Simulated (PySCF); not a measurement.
Start geometry of `N#C[Se]C#N` (Se(CN)2) from GFN2-xTB (Å):
```
atom  x, y, z in Å
Se1    0.015    0.026   -1.314
C2     1.326    0.008   -0.038
N3     2.169   -0.002    0.736
C4    -1.325   -0.005   -0.069
N5    -2.185   -0.027    0.685
```

What comes out of this run: PySCF 2.14.0, PBE0-D3(BJ)/def2-SVP geometry optimisation, gas phase?

```
atom  x, y, z in Å
Se1    0.0103    0.0263   -1.2651
C2     1.3679    0.0081   -0.0263
N3     2.2815   -0.0020    0.6889
C4    -1.3670   -0.0062   -0.0483
N5    -2.2927   -0.0262    0.6508
```

The energy falls by 4.8 kJ/mol over 6 energy and gradient evaluations, the largest force component goes from 0.0303 to 1.5e-04 Eh/bohr, and the atoms move by 0.082 Å rms after alignment. Among the bonds, C2–N3 and C4–N5 change most and about equally (+0.016 Å). Bonds longer at the end by more than 0.005 Å: 4 of 4; shorter: 0. Among the angles that change most is C2–Se1–C4, from 92.9° to 96.1°. Rotational constants go from 5284, 2889, 1868 to 5741, 2640, 1809 MHz. The orientation of the end geometry is arbitrary; only internal coordinates are fixed.

The run used 88 basis functions and 39 SCF cycles in all.

PBE0-D3(BJ)/def2-SVP frequencies: not computed here.
